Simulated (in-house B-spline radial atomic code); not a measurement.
Cl³⁺ is squeezed into an impenetrable sphere of radius R (the orbitals vanish at R). No spin polarisation. Caution: exact exchange at fractional occupations of open shells leaves self-interaction of up to several eV. Method: non-relativistic B3LYP, spherical fractional occupations, point nucleus. Calculated with an all-electron radial atomic-structure program (B-spline basis).

Energies in eV above the free ion in [Ne] 3s2 3p2:

```tsv
R (bohr)	highest level (eV)	[Ne] 3s2 3p2	[Ne] 3s1 3p2 3d1	[He] 2s2 2p5 3s2 3p2 3d1	-dE/dV in [Ne] 3s2 3p2 (GPa)
9.78	-44.8	0	34.89	230	1.37e-08
6.16	-44.8	0.0005979	34.9	230	0.0042
5.34	-44.8	0.007262	34.96	230	0.0657
4.46	-44.7	0.09703	35.28	230.2	1.21
3.49	-43.6	1.466	37.78	232.1	28.1
2.82	-39.6	8.669	47.21	240.4	244
2.79	-39.3	9.372	48.05	241.2	269
2.2	-25.9	42.79	84.44	278.2	1970
1.87	-6.3	100.8	142.3	342.5	6550
1.36	83.6	412.9	431.3	687.1	57100
```

**Question.** Does [Ne] 3s1 3p2 3d1 fall below [Ne] 3s2 3p2 under compression?

**Answer.** No, it stays above over the whole range.

**Question.** Does [He] 2s2 2p5 3s2 3p2 3d1 fall below [Ne] 3s2 3p2 under compression?

**Answer.** No, it stays above over the whole range.

The highest level is first positive in the row R = 1.36 bohr, pushed up by confinement above the zero of the free ion's potential. Each configuration is held fixed and needn't be the lowest in the sphere.
